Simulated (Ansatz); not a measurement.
`B[SiH2]C(O)F` + H₂ → `B[SiH2]CF` + H₂O at 700 K and 1 bar (hydrogenolysis of a C–O bond).

Program: Ansatz. Geometries: PBE0-D4/def2-TZVP. ΔE: electronic, gas phase. CBS: MP2 limit from def2 TZ/QZ plus the TZ coupled-cluster correction, frozen cores. This one scheme is used for every species. Each species was taken in one conformer, which may not be the lowest.

```json
{"species": "`B[SiH2]C(O)F`", "CCSD(T)/CBS energy (Eh)": "-530.44445", "H − E (kJ/mol)": "271.4", "S (J/(mol·K))": "485.9"}
{"species": "H₂", "CCSD(T)/CBS energy (Eh)": "-1.17544", "H − E (kJ/mol)": "46.8", "S (J/(mol·K))": "155.3"}
{"species": "`B[SiH2]CF`", "CCSD(T)/CBS energy (Eh)": "-455.26817", "H − E (kJ/mol)": "247.7", "S (J/(mol·K))": "449.7"}
{"species": "H₂O", "CCSD(T)/CBS energy (Eh)": "-76.37941", "H − E (kJ/mol)": "80.5", "S (J/(mol·K))": "218.4"}
```

H − E and S are ideal-gas, rigid-rotor, harmonic terms from PBE0-D4/def2-TZVP, for one conformer and one mirror image of each species. The MP2-based limit puts H₂ 0.8 mEh under its directly extrapolated value; such offsets cancel only in part. 1 Eh = 2625.50 kJ/mol, R = 8.31446 J/(mol·K).

By hand: ΔE, ΔH, ΔS and ΔG.

ΔE = (-455.26817) + (-76.37941) − (-530.44445) − (-1.17544) = -0.02769 Eh = -72.7 kJ/mol. Δ(H − E) = 247.7 + 80.5 − 271.4 − 46.8 = 10.0, so ΔH = -62.7 kJ/mol. ΔS = 449.7 + 218.4 − 485.9 − 155.3 = 26.9 J/(mol·K). ΔG = -62.7 − 700 × (26.9)/1000 = -81.5 kJ/mol.

By hand: the equilibrium constant, and the temperature at which ΔG would vanish if ΔH and ΔS stayed fixed.

log₁₀ K = −ΔG/(RT ln 10) = 6.1. ΔH and −TΔS have one sign here, so there is no such temperature.

ΔH outweighs TΔS. A doubt of 5 kJ/mol in ΔE shifts log₁₀ K by 0.4 here. Other conformers and mirror images would add mixing entropy, several J/(mol·K) or more a flexible species. Modes under 60 cm⁻¹, often nearly free rotors, make the harmonic entropy too high. These are equilibria of isolated gas molecules and say nothing of rates. Largest T1 diagnostic: 0.012 (customary marks: 0.02 for closed shells, 0.045 for open ones).
